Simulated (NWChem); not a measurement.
Species: tetramethylurea (C$_{5}$H$_{12}$N$_{2}$O); SMILES CN(C)C(=O)N(C)C

```xyz
20

C     -2.3808    -0.3650    -0.5633
N     -1.1711    -0.0606     0.1601
C     -1.3569     0.6800     1.3853
C      0.0000     0.0000    -0.5783
O      0.0000     0.0000    -1.7967
N      1.1711     0.0606     0.1601
C      2.3808     0.3650    -0.5633
C      1.3569    -0.6800     1.3853
H     -2.9026     0.5487    -0.9064
H     -3.0705    -0.9326     0.0824
H     -2.1357    -0.9617    -1.4495
H     -2.1069     1.4793     1.2386
H     -1.7106     0.0397     2.2132
H     -0.4200     1.1604     1.6912
H      3.0705     0.9326     0.0824
H      2.9026    -0.5487    -0.9064
H      2.1357     0.9617    -1.4495
H      2.1069    -1.4793     1.2386
H      1.7106    -0.0397     2.2132
H      0.4200    -1.1604     1.6912
```
Atoms are numbered in this order, from 1.

Results from NWChem. Structure relaxed at the PBE0/def2-SVP level. Not confirmed as a minimum by frequencies.

For level B3LYP/aug-cc-pVDZ:

```yaml
highest occupied level (eV): -6.42
orbital gap (eV): 5.95
dipole (D): 3.44
```

Problem. What are these values for level B3LYP/cc-pVDZ?

Solution. 
| Property | Value |
|---|---|
| highest occupied level (eV) | -6.18 |
| orbital gap (eV) | 7.46 |
| dipole (D) | 3.18 |
